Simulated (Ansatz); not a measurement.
`[BH2][AlH][O]C` + `C[O][GeH2][Cl]` → `C[O][AlH][O]C` + `[BH2][GeH2][Cl]`  (redistribution)

Program: Ansatz. Geometries: PBE0-D4/def2-TZVP. ΔE: electronic, gas phase. CBS: MP2 limit from def2 TZ/QZ plus the TZ coupled-cluster correction, frozen cores. Functionals use def2-TZVPP. For Ge outer-core shells are correlated without core-valence functions, which leaves a few kJ/mol of doubt a bond. Scalar relativity is left out up to krypton. Each species was taken in one conformer, which may not be the lowest.

```tsv
level	ΔE (kJ/mol)
r2SCAN-D4	-136.3
r2SCANh-D4	-137.2
r2SCAN0-D4	-138.4
CAM-B3LYP-D4	-139.1
r2SCANh	-137.0
RPA@PBE/def2-TZVPP	-124.9
CCSD(T)/def2-TZVPP	-131.2
MP2/def2-QZVPP	-138.1
```

Task: What does CCSD(T)/CBS give? (Best estimate.)

Result: Ansatz gave: -134.9 kJ/mol. The listed levels differ from it by -1.4, -2.3, -3.5, -4.2, -2.1, 10.0, 3.7, -3.2 kJ/mol.

Largest T1 diagnostic among the species: 0.012.

From BLYP to BHLYP (50 % exact exchange), in def2-TZVPP and without D4, ΔE moves by −3.9 kJ/mol. At CCSD(T), def2-SVP lies +9.5 kJ/mol from the extrapolated value and def2-TZVPP +3.7 kJ/mol. Leaving LDA and LC-ωPBE aside and taking each functional with its dispersion term where it has one, the values, not all of them listed here, spread over 12.9 kJ/mol, from BHLYP-D4 to revPBE-D4. LDA lies −7.2 kJ/mol from PBE without D4.
